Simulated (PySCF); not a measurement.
# Working out the ionisation energy of Co

Co [Ar] 3d7 4s2 (4F) → Co⁺ [Ar] 3d8 (3F). Computed with PySCF 2.14 in ANO-RCC-VTZP, with the spin-free X2C one-electron Hamiltonian (Gaussian nucleus). Frozen: [Ar]. Energies in hartree (1 hartree = 27.21139 eV):

```
            part    Co (lower)   Co⁺ (upper)
             UHF  -1391.874145  -1391.575819
CCSD correlation     -0.241094     -0.253173
             (T)     -0.008165     -0.006846
```

What does Hartree-Fock give?

(-1391.575819) − (-1391.874145) = 0.298326 hartree = 8.118 eV.

What do CCSD and CCSD(T) give?

The CCSD correlation energies differ by -0.012079 hartree = -0.329 eV and the triples by 0.001319 hartree = 0.036 eV, so CCSD gives 7.789 eV and CCSD(T) 7.825 eV.

Measured between the centres of the two terms (NIST): 7.869 eV, so CCSD(T) (valence) is off by -0.044 eV.

What remains against the reference includes basis incompleteness, the frozen core and higher excitations.
